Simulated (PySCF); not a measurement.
# From computed data to an observable: oscillator strength and radiative lifetime

CH12N2Si3, SMILES N[SiH2]C(N)([SiH3])[SiH3].

Geometry: PBE0-D3(BJ)/def2-SVP. The geometry has at least one imaginary mode, so it is a saddle point at that level. This is a generated structure with no PubChem entry under its InChIKey; it may be hypothetical. The values are those of a single conformer.

TDA-LC-ωPBE/def2-SVPD (PySCF) puts the first singlet state with f over 0.02 at 7.21 eV (vertical), with the transition dipole (0.284, 0.266, 0.121) in atomic units.

Q: Find the oscillator strength, the wavelength and the radiative lifetime that this transition would have in vacuum if emission retraced absorption.

A: 
|μ|² = 0.1661 au, so |μ| = 1.04 D. ΔE = 7.21/27.211 = 0.2650 hartree. f = (2/3) ΔE |μ|² = 0.029 (the program prints 0.029).
λ = 1239.84/7.21 = 172 nm; ν = 58153 cm⁻¹.
Einstein's coefficient A = 0.6670 ν² f s⁻¹ (ν in cm⁻¹) = 6.6e7 s⁻¹, so τ = 1/A = 15 ns. This state is S3; the lower singlets have f = 0.001, 0.005. The figure is the radiative limit of this one transition; relaxation, internal conversion, crossing to triplets and a medium change what is measured.
